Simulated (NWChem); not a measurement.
System: C3H5BFN; SMILES C[C@H]1N=CB1F

Parts of the log:

```
             Northwest Computational Chemistry Package (NWChem) 7.3.0
             --------------------------------------------------------

 C1  symmetry detected

                             Geometry "geometry" -> ""
                             -------------------------

 Output coordinates in angstroms (scale by  1.889725989 to convert to a.u.)

  No.       Tag          Charge          X              Y              Z
 ---- ---------------- ---------- -------------- -------------- --------------
    1 C                    6.0000     1.06901517    -1.63254307     0.23058693
    2 C                    6.0000     0.09214004    -0.72332676    -0.48004512
    3 N                    7.0000    -1.26355801    -0.59991223     0.17816764
    4 C                    6.0000    -1.44863850     0.67737496     0.07639195
    5 B                    5.0000     0.05766277     0.84414422    -0.24493501
    6 F                    9.0000     0.97257760     1.72754649     0.10036698
    7 H                    1.0000     1.27299446    -1.29254743     1.25754602
    8 H                    1.0000     2.02722957    -1.66173617    -0.30964164
    9 H                    1.0000     0.67881323    -2.66083805     0.28843081
   10 H                    1.0000    -0.07607283    -1.05612002    -1.51594890
   11 H                    1.0000    -2.37467081     1.17295709     0.39220986

 Effective nuclear repulsion energy (a.u.)     207.4697527823

                                 NWChem DFT Module
                                 -----------------

 Summary of "ao basis" -> "ao basis" (spherical)
 ------------------------------------------------------------------------------
       Tag                 Description            Shells   Functions and Types
 ---------------- ------------------------------  ------  ---------------------
 C                          def2-svp                 6       14   3s2p1d
 N                          def2-svp                 6       14   3s2p1d
 B                          def2-svp                 6       14   3s2p1d
 F                          def2-svp                 6       14   3s2p1d
 H                          def2-svp                 3        5   2s1p

            General Information
            -------------------
          SCF calculation type: DFT
          Wavefunction type:  closed shell.
          No. of atoms     :    11
          No. of electrons :    44
           Alpha electrons :    22
            Beta electrons :    22
          Charge           :     0
          Spin multiplicity:     1
          Use of symmetry is: off; symmetry adaption is: off
          Maximum number of iterations: 150
          AO basis - number of functions:   109
                     number of shells:    51
          Convergence on energy requested:  1.00D-06
          Convergence on density requested:  1.00D-05
          Convergence on gradient requested:  5.00D-04

              XC Information
              --------------
                         MN15 Method XC Functional
                     Hartree-Fock (Exact) Exchange  0.440
                          MN15 Exchange Functional  1.000
                        MN15 Correlation Potential  1.000

             Grid Information
             ----------------
          Grid used for XC integration:  xcoarse
          Radial quadrature: Mura-Knowles
          Angular quadrature: Lebedev.
          Tag              B.-S. Rad. Rad. Pts. Rad. Cut. Ang. Pts.
          ---              ---------- --------- --------- ---------
          C                   0.70       21          11.0       194
          N                   0.65       21           9.0       194
          B                   0.85       21          10.0       194
          F                   0.50       21          11.0       194
          H                   0.35       21          12.0       194
          Grid pruning is: on
          Number of quadrature shells:   231
          Spatial weights used:  Erf1

      Superposition of Atomic Density Guess
      -------------------------------------

 Sum of atomic energies:        -293.41151426

      Non-variational initial energy
      ------------------------------

 Total energy =    -296.750296
 1-e energy   =    -810.407542
 2-e energy   =     306.187494
 HOMO         =      -0.302346
 LUMO         =      -0.061500

     ---------------------------------------------
      Total Density - Mulliken Population Analysis
     ---------------------------------------------

    Atom       Charge   Shell Charges
 -----------   ------   -------------------------------------------------------
    1 C    6     6.22   1.99  0.96  0.16  2.06  1.02  0.02
    2 C    6     6.17   1.99  0.98  0.24  1.93  0.97  0.05
    3 N    7     7.39   1.99  1.09  0.63  2.25  1.40  0.03
    4 C    6     5.89   1.99  0.99  0.32  1.82  0.72  0.05
    5 B    5     4.49   1.99  0.88  0.21  1.11  0.16  0.15
    6 F    9     9.33   1.99  1.15  0.71  3.49  1.97  0.00
    7 H    1     0.91   0.67  0.21  0.02
    8 H    1     0.89   0.67  0.20  0.03
    9 H    1     0.90   0.67  0.20  0.03
   10 H    1     0.89   0.68  0.19  0.02
   11 H    1     0.92   0.67  0.22  0.02

   convergence    iter        energy       DeltaE   RMS-Dens  Diis-err
 ---------------- ----- ----------------- --------- --------- ---------
 d= 0,ls=0.0,diis     1   -296.1245908069 -5.04D+02  1.05D-02  8.70D-01
 d= 0,ls=0.0,diis     2   -296.1564141400 -3.18D-02  5.18D-03  6.02D-01
 d= 0,ls=0.0,diis     3   -296.2012840820 -4.49D-02  1.83D-03  1.17D-01
 d= 0,ls=0.0,diis     4   -296.2115452997 -1.03D-02  6.30D-04  1.03D-02
 d= 0,ls=0.0,diis     5   -296.2125754196 -1.03D-03  1.75D-04  7.09D-04
  Resetting Diis
 d= 0,ls=0.0,diis     6   -296.2126513482 -7.59D-05  5.94D-05  3.96D-05
 d= 0,ls=0.0,diis     7   -296.2126568291 -5.48D-06  2.41D-05  3.02D-06
 d= 0,ls=0.0,diis     8   -296.2126569564 -1.27D-07  1.20D-05  3.63D-06
 d= 0,ls=0.0,diis     9   -296.2126573697 -4.13D-07  3.70D-06  2.61D-07

         Total DFT energy =     -296.212657369728
      One electron energy =     -814.679592614978
           Coulomb energy =      350.171097703725
    Exchange-Corr. energy =      -39.173915240802
 Nuclear repulsion energy =      207.469752782327

 Numeric. integr. density =       44.001146935797

                       DFT Final Molecular Orbital Analysis
                       ------------------------------------

 Vector   20  Occ=2.000000D+00  E=-3.573632D-01
              MO Center= -6.6D-01, -3.9D-01, -7.9D-02, r^2= 2.6D+00
   Bfn.  Coefficient  Atom+Function         Bfn.  Coefficient  Atom+Function
  ----- ------------  ---------------      ----- ------------  ---------------
    34      0.343160   3 N  pz               48     -0.315339   4 C  pz
    20      0.236181   2 C  pz              100     -0.229786  10 H  s
    37     -0.215257   3 N  pz               51     -0.211455   4 C  pz
     6     -0.142136   1 C  pz                4     -0.139058   1 C  px
     3      0.131515   1 C  s               101     -0.115444  10 H  s

 Vector   21  Occ=2.000000D+00  E=-3.417220D-01
              MO Center= -5.1D-02, -3.4D-02, -1.3D-01, r^2= 3.1D+00
   Bfn.  Coefficient  Atom+Function         Bfn.  Coefficient  Atom+Function
  ----- ------------  ---------------      ----- ------------  ---------------
    19      0.348002   2 C  py               46     -0.265512   4 C  px
    61      0.252438   5 B  py               60     -0.216509   5 B  px
     5     -0.195002   1 C  py               22      0.187734   2 C  py
    17      0.186414   2 C  s                95      0.175859   9 H  s
    74      0.160678   6 F  px               45     -0.151284   4 C  s

 Vector   22  Occ=2.000000D+00  E=-2.983048D-01
              MO Center= -9.7D-01, -3.1D-01, -2.3D-02, r^2= 2.2D+00
   Bfn.  Coefficient  Atom+Function         Bfn.  Coefficient  Atom+Function
  ----- ------------  ---------------      ----- ------------  ---------------
    32      0.335728   3 N  px               33      0.309305   3 N  py
    59      0.242372   5 B  s                35     -0.228109   3 N  px
    36     -0.226570   3 N  py               58      0.226868   5 B  s
    31      0.222046   3 N  s                18      0.210607   2 C  px
    34     -0.148478   3 N  pz               19      0.138011   2 C  py

 Vector   23  Occ=0.000000D+00  E=-2.879123D-02
              MO Center= -7.7D-01,  2.9D-01, -8.2D-02, r^2= 2.5D+00
   Bfn.  Coefficient  Atom+Function         Bfn.  Coefficient  Atom+Function
  ----- ------------  ---------------      ----- ------------  ---------------
    59     -0.426898   5 B  s                17      0.390882   2 C  s
    62     -0.361557   5 B  pz               34      0.342238   3 N  pz
    37     -0.342397   3 N  pz               45      0.314420   4 C  s
    35     -0.270331   3 N  px               65      0.271577   5 B  pz
    51      0.251803   4 C  pz               48      0.238832   4 C  pz

 Vector   24  Occ=0.000000D+00  E= 5.125266D-02
              MO Center= -4.7D-01,  5.2D-01, -3.9D-01, r^2= 3.3D+00
   Bfn.  Coefficient  Atom+Function         Bfn.  Coefficient  Atom+Function
  ----- ------------  ---------------      ----- ------------  ---------------
     3      0.548335   1 C  s                51      0.495611   4 C  pz
   101     -0.497707  10 H  s                62      0.419697   5 B  pz
    65     -0.414279   5 B  pz               59      0.393006   5 B  s
    48      0.371332   4 C  pz               23     -0.260695   2 C  pz
    45     -0.261607   4 C  s                37     -0.221756   3 N  pz

 Vector   25  Occ=0.000000D+00  E= 1.047039D-01
              MO Center=  7.0D-01, -4.9D-01, -3.5D-01, r^2= 6.1D+00
   Bfn.  Coefficient  Atom+Function         Bfn.  Coefficient  Atom+Function
  ----- ------------  ---------------      ----- ------------  ---------------
    59      1.639311   5 B  s                 3     -1.422235   1 C  s
    17     -1.295633   2 C  s               101      0.795007  10 H  s
    91      0.782732   8 H  s                86      0.595025   7 H  s
    96      0.585626   9 H  s                45     -0.497531   4 C  s
    23      0.356476   2 C  pz               73     -0.293416   6 F  s

     ---------------------------------------------
      Total Density - Mulliken Population Analysis
     ---------------------------------------------

    Atom       Charge   Shell Charges
 -----------   ------   -------------------------------------------------------
    1 C    6     5.94   1.98  0.88  0.08  2.15  0.83  0.03
    2 C    6     6.06   1.98  0.89  0.20  2.11  0.83  0.05
    3 N    7     7.18   1.99  1.05  0.65  2.29  1.17  0.03
    4 C    6     5.95   1.98  0.91  0.30  2.05  0.66  0.05
    5 B    5     4.95   1.98  0.81  0.20  1.50  0.28  0.17
    6 F    9     9.06   1.99  1.10  0.74  3.41  1.82  0.01
    7 H    1     0.99   0.75  0.22  0.02
    8 H    1     0.97   0.74  0.21  0.02
    9 H    1     0.97   0.74  0.21  0.02
   10 H    1     0.95   0.75  0.18  0.02
   11 H    1     0.97   0.75  0.20  0.02

     -------------------------------------------
      Total Density - Lowdin Population Analysis
     -------------------------------------------

    Atom       Charge   Shell Charges
 -----------   ------   -------------------------------------------------------
    1 C    6     6.05   1.96  0.56  0.30  1.92  1.24  0.07
    2 C    6     6.04   1.96  0.59  0.30  1.92  1.16  0.11
    3 N    7     7.01   1.97  0.82  0.51  2.15  1.50  0.06
    4 C    6     6.00   1.96  0.61  0.34  1.86  1.12  0.11
    5 B    5     5.12   1.96  0.51  0.26  1.37  0.60  0.42
    6 F    9     8.92   1.97  0.96  0.71  3.24  2.03  0.01
    7 H    1     0.97   0.64  0.27  0.06
    8 H    1     0.97   0.64  0.27  0.06
    9 H    1     0.97   0.64  0.27  0.06
   10 H    1     0.96   0.64  0.25  0.07
   11 H    1     0.98   0.64  0.27  0.07

     Multipole analysis of the density
     ---------------------------------

     L   x y z        total         alpha         beta         nuclear
     -   - - -        -----         -----         ----         -------
     0   0 0 0      0.000000    -22.000000    -22.000000     44.000000

     1   1 0 0      0.059026      0.029513      0.029513     -0.000000
     1   0 1 0      0.065495      0.032747      0.032747     -0.000000
     1   0 0 1     -0.281601     -0.140801     -0.140801     -0.000000

     2   2 0 0    -26.322481   -104.296002   -104.296002    182.269524
     2   1 1 0     -3.290670      8.376988      8.376988    -20.044645
     2   1 0 1      0.203003     -0.138738     -0.138738      0.480478
     2   0 2 0    -26.772413   -136.281968   -136.281968    245.791524
     2   0 1 1      0.549882      0.102813      0.102813      0.344255
     2   0 0 2    -25.097701    -24.265426    -24.265426     23.433152

            General Information
            -------------------
          SCF calculation type: DFT
          Wavefunction type:  closed shell.
          No. of atoms     :    11
          No. of electrons :    44
           Alpha electrons :    22
            Beta electrons :    22
          Charge           :     0
          Spin multiplicity:     1
          Use of symmetry is: off; symmetry adaption is: off
          Maximum number of iterations: 150
          AO basis - number of functions:   109
                     number of shells:    51
          Convergence on energy requested:  1.00D-06
          Convergence on density requested:  1.00D-05
          Convergence on gradient requested:  5.00D-04

              XC Information
              --------------
                         MN15 Method XC Functional
                     Hartree-Fock (Exact) Exchange  0.440
                          MN15 Exchange Functional  1.000
                        MN15 Correlation Potential  1.000

             Grid Information
             ----------------
          Grid used for XC integration:  xcoarse
          Radial quadrature: Mura-Knowles
          Angular quadrature: Lebedev.
          Tag              B.-S. Rad. Rad. Pts. Rad. Cut. Ang. Pts.
          ---              ---------- --------- --------- ---------
          C                   0.70       21          11.0       194
          N                   0.65       21           9.0       194
          B                   0.85       21          10.0       194
          F                   0.50       21          11.0       194
          H                   0.35       21          12.0       194
          Grid pruning is: on
          Number of quadrature shells:   231
          Spatial weights used:  Erf1

[...]

                         DFT ENERGY GRADIENTS

    atom               coordinates                        gradient
                 x          y          z           x          y          z
   1 C       2.020146  -3.085059   0.435746   -0.000557   0.000518  -0.000312
   2 C       0.174119  -1.366889  -0.907154    0.000558   0.001138   0.001351
   3 N      -2.387778  -1.133670   0.336688   -0.003117   0.002997   0.000070
   4 C      -2.737530   1.280053   0.144360    0.003303  -0.005386  -0.000001
   5 B       0.108967   1.595201  -0.462860   -0.000318   0.000534  -0.001860
   6 F       1.837905   3.264589   0.189666    0.000896   0.000916   0.000701
   7 H       2.405611  -2.442560   2.376417    0.000256  -0.000348   0.000107
   8 H       3.830908  -3.140226  -0.585138    0.000012  -0.000064  -0.000177
   9 H       1.282771  -5.028255   0.545055   -0.000066  -0.000192   0.000047
  10 H      -0.143757  -1.995777  -2.864728   -0.000047  -0.000386  -0.000154
  11 H      -4.487477   2.216567   0.741169   -0.000921   0.000273   0.000227
```

Level: MN15/def2-SVP. All runs use the structure optimised with PBE0/def2-SVP.

Which NWChem input produces such a log?

This is not unique; one that fits is the input that was run:
```
start job
memory heap 200 mb stack 900 mb global 1100 mb
geometry units angstroms noautoz
  C      0.827780    -1.749416     0.224192
  C     -0.057171    -0.741848    -0.474110
  N     -1.323657    -0.378507     0.267772
  C     -1.325658     0.904717     0.096285
  B      0.158690     0.823002    -0.339651
  F      1.218297     1.574336    -0.117317
  H      1.160018    -1.389593     1.210090
  H      1.725591    -1.952988    -0.378608
  H      0.295889    -2.701813     0.375935
  H     -0.353789    -1.100482    -1.471879
  H     -2.140605     1.551598     0.443106
end
basis spherical
  * library def2-svp
end
dft
  xc mn15
  grid xcoarse
  iterations 150
  mulliken
end
task dft gradient
```
